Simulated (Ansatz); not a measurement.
Two structures of GaH$_{5}$SO$_{2}$, closed shell, reached by relaxing down either side of one saddle point (PBE0-D4/def2-TZVP). Energies are electronic, without zero-point energy. Ansatz 0.2.0; basis: def2-TZVPP and def2-QZVPP; cores frozen in the correlated methods. Filled d shells of the heavier atoms are correlated. The def2 sets are not built for correlating such inner shells, so the correlated values are less sure here. Extrapolation: Hartree–Fock as exp(−7.88 √X), correlation as X^−2.97. First:

Ga1  (0.182, -0.322, -0.500)
S2  (0.885, 1.390, -1.663)
O3  (1.212, -1.271, 0.600)
O4  (-1.504, -0.849, -0.677)
H5  (-0.647, 1.324, 1.841)
H6  (-0.224, 0.780, 2.134)
H7  (-0.319, 1.547, -2.241)
H8  (2.127, -0.985, 0.640)
H9  (-1.713, -1.613, -0.134)
(Å)

Second:

| atom | x (Å) | y (Å) | z (Å) |
| --- | --- | --- | --- |
| Ga1 | -0.1244 | -0.3362 | 0.8375 |
| S2 | 0.3837 | 1.9081 | -0.5283 |
| O3 | 1.1472 | -1.3041 | -0.0116 |
| O4 | -1.7176 | -0.5332 | 0.0125 |
| H5 | -0.8473 | 1.7443 | -1.0448 |
| H6 | -0.0268 | 0.1419 | 2.3132 |
| H7 | 0.9486 | 1.1039 | -1.4456 |
| H8 | 1.9131 | -1.5080 | 0.5271 |
| H9 | -1.6764 | -1.2168 | -0.6600 |

Task: Which bonds change from the first to the second?

Result: GaH₃SO₂ ([OH][Ga]([OH])[SH]) + H₂ → GaH₃O₂ ([OH][GaH][OH]) + H₂S (still joined by a long Ga–S bond); bonds formed: Ga1–H6, S2–H5; bonds broken: H5–H6; bonds weakened to dative contacts: Ga1–S2.

Task: Give the saddle point's structure and its height above each. (An estimate is asked for; the value comes from the calculation.)

Result: By the calculation: 152.9 kJ/mol above the first and 119.2 kJ/mol above the second (CCSD(T) at an estimated basis limit (MP2 extrapolated from triple and quadruple zeta, plus CCSD(T) − MP2 in triple zeta)).
```csv
atom,x (Å),y (Å),z (Å)
Ga1,0.0097,-0.3602,0.1426
S2,0.6156,1.6601,-1.0442
O3,1.3246,-1.5002,0.5352
O4,-1.5385,-0.9157,-0.5468
H5,0.0842,1.4892,0.5056
H6,-0.2479,0.8662,1.3568
H7,-0.6524,1.7532,-1.4837
H8,2.0491,-1.1239,1.0376
H9,-1.6444,-1.8687,-0.5029
```

The T1 diagnostic stays at or below 0.015.

Labels in which every atom is bracketed show which atoms are joined, not bond orders.

For scale, one of the runs: CCSD(T)/def2-TZVPP, 222 basis functions, launched by `ansatz run in.yaml --threads 4 --pin off --events-out ev --progress --plain --max-ram 9574MiB`. The run took 91 s on 4 CPU threads of an Arm Neoverse V2 (shared host), with 3.5 GiB of host memory at its peak.
